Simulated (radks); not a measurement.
The numbers below are computed, except where a source is named.
Initial-state core-level shifts of neutral potassium when its valence configuration changes from [Ar] 4s1. Code: a radial shooting solver on a logarithmic mesh with Libxc functionals. Model: Dirac Kohn-Sham, BLYP, spin-unpolarised, spherical densities, finite nucleus; open shells fill j = l - 1/2 first; Fermi nuclear charge, rms radius 3.4349 fm. Shifts are changes of the shell-averaged eigenvalues in eV (positive: less bound); the change of the density at the nucleus, which sets a Mossbauer isomer shift, is in e/bohr^3, on a base of 5194.

| valence | 2s | 2p | 3s | 3p | density at nucleus |
|---|---|---|---|---|---|
| 3d1 | -1.418 | -1.428 | -1.376 | -1.382 | -1.2536 |
| 4p1 | -1.497 | -1.495 | -1.480 | -1.459 | -1.2446 |
| 3d0.5 4s0.5 | -1.063 | -1.066 | -1.041 | -1.038 | -0.5349 |
| 4s0.5 4p0.5 | -0.776 | -0.776 | -0.768 | -0.758 | -0.5708 |
